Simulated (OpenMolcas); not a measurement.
Computed levels of 3d4 in ions with 22 electrons, in cm-1 above 5D0.

* Program: OpenMolcas 26.06
* Method: CASSCF
* Basis: ANO-RCC-VQZP
* Scalar Hamiltonian: DKH2, point nucleus
* Spin-orbit coupling: RASSI with atomic mean-field integrals over the reference wave functions, term energies averaged over their components

Active space for each ion: 4 electrons in 5 orbitals (3d).

```csv
Level,V+,Cr2+,Mn3+,Co5+,Ni6+,Cu7+
5D1,39.2,65.9,98.9,206,277,370
5D2,117,196,293,604,805,1068
5D3,231,386,574,1172,1551,2041
5D4,379,631,936,1885,2479,3235
3H4,15761,20037,23825,30467,33945,37135
3H5,15840,20172,24030,30906,34543,37945
3H6,15932,20327,24262,31381,35175,38777
3P0(1),17143,21714,25694,32320,35716,38675
3P1(1),17372,22103,26280,33534,37341,40826
```

Q: Estimate 5D4, 3H4, 3H5 for Fe4+ from its neighbours Mn3+ and Co5+.

A: 5D4 is fine structure, which grows about as the fourth power of a screened charge, so the fourth roots are averaged: ((936^0.25 + 1885^0.25) / 2)^4 = 1349. The calculation gives 1345, so the estimate is off by +0.3 %; the measured value is 1283 (Corliss and Sugar, J. Phys. Chem. Ref. Data 11, 135 (1982)).
3H4 is another term, which grows about linearly with the charge: (23825 + 30467) / 2 = 27146. The calculation gives 27336, so the estimate is off by -0.7 %; the measured value is 24932 (Corliss and Sugar, J. Phys. Chem. Ref. Data 11, 135 (1982)).
3H5 is another term, which grows about linearly with the charge: (24030 + 30906) / 2 = 27468. The calculation gives 27639, so the estimate is off by -0.6 %; the measured value is 25226 (Corliss and Sugar, J. Phys. Chem. Ref. Data 11, 135 (1982)).

Without dynamic correlation excited terms often stand tens of per cent too high (terms of higher spin than the ground term too low), and those without a measured partner can miss by more than the paired ones. Some high roots are left out of the spin-orbit mixing, which shifts the levels that they would mix with (holds for V+). Measured partners are found by configuration, term and J. A level has none where our copy of the source lacks it or the pairing is in doubt (some pairs that miss far off the trend of their configuration count as doubtful), and it then counts in no deviation. Only configurations of the active space appear.

A number in round brackets counts repeated terms of one configuration in the order of the reference energies.
